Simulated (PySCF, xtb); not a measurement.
Al(Me)(OH)(SH) (CH₅AlOS), SMILES [SH][Al]([CH3])[OH]. Other conformers were not sampled.

Harmonic wavenumbers (cm⁻¹) from GFN2-xTB (xtb) at its own minimum, in rising order: 49, 115, 160, 164, 196, 378, 435, 470, 531, 584, 605, 643, 899, 1284, 1442, 1451, 2411, 2960, 2968, 2971, 3772.

Question: What does PBE0-D3(BJ)/def2-SVP (PySCF) give at its own minimum? (The exact figures need the calculation; the answer reports its results.)

Answer: 37, 145, 199, 205, 278, 316, 454, 517, 611, 651, 664, 709, 891, 1214, 1421, 1424, 2715, 3049, 3146, 3161, 3992. Paired by order, the mean absolute difference is 81 cm⁻¹ and the zero-point energies are 35.0 and 36.9 kcal/mol.
